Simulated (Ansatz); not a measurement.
(KNH2)4 cube (K₄N₄H₈), 16 atoms. Hardware: 4 threads of Intel Xeon 6975P-C on a shared host.

Correlated methods freeze 24 core orbitals; core or outer-core shells of K are correlated, in sets that lack core-valence functions.

Q: How many basis functions does each of these Ansatz runs have, and roughly what does it cost? MP2/def2-TZVP, charge 0 singlet, energy, from earlier orbitals; PBE-D4/def2-TZVP, charge 0 singlet, energy and forces, from earlier orbitals; PBE-QIDH/def2-TZVP, charge 0 singlet, energy, from earlier orbitals; HF/STO-3G, charge 0 singlet, energy; BLYP-D4/def2-TZVP, charge 0 singlet, energy, from earlier orbitals; PBE-D4/def2-SVP, charge 0 singlet, energy, from earlier orbitals; r2SCAN-D4/def2-TZVP, charge 0 singlet, energy, from earlier orbitals; PBE0-D4/def2-SVP, charge 0 singlet, relaxation, 7 steps; PBE0-D4/def2-TZVP, charge 0 singlet, energy, from earlier orbitals; RPA@PBE/def2-TZVP, charge 0 singlet, energy, from earlier orbitals; PBE0-D4/def2-SVP, charge 0 singlet, energy, from earlier orbitals; r2SCAN0-D4/def2-TZVP, charge 0 singlet, energy, from earlier orbitals.

A: Other jobs shared the machine, so times can vary by a factor of up to 3. A dash marks memory too small to be measured apart from the calling script's.

```
                                                                         run  functions  fitting or Cholesky vectors  wall time  peak host memory (GiB)
                                         HF/STO-3G, charge 0 singlet, energy         80                         1036      0.5 s                       –
            PBE-D4/def2-SVP, charge 0 singlet, energy, from earlier orbitals        192                         2256      2.3 s                       –
           PBE0-D4/def2-SVP, charge 0 singlet, energy, from earlier orbitals        192                         1904      3.6 s                    0.69
          BLYP-D4/def2-TZVP, charge 0 singlet, energy, from earlier orbitals        304                         2272      4.1 s                    0.67
PBE-D4/def2-TZVP, charge 0 singlet, energy and forces, from earlier orbitals        304                         2272      4.3 s                    0.66
        r2SCAN-D4/def2-TZVP, charge 0 singlet, energy, from earlier orbitals        304                         2272        7 s                    0.74
              MP2/def2-TZVP, charge 0 singlet, energy, from earlier orbitals        304                         2476      7.5 s                     1.3
          PBE0-D4/def2-TZVP, charge 0 singlet, energy, from earlier orbitals        304                         2388      8.5 s                     1.7
       r2SCAN0-D4/def2-TZVP, charge 0 singlet, energy, from earlier orbitals        304                         2388      9.5 s                     1.8
          RPA@PBE/def2-TZVP, charge 0 singlet, energy, from earlier orbitals        304                         2476       11 s                     1.3
         PBE-QIDH/def2-TZVP, charge 0 singlet, energy, from earlier orbitals        304                         2476       11 s                     1.4
                     PBE0-D4/def2-SVP, charge 0 singlet, relaxation, 7 steps        192                         2084       27 s                    0.72
```
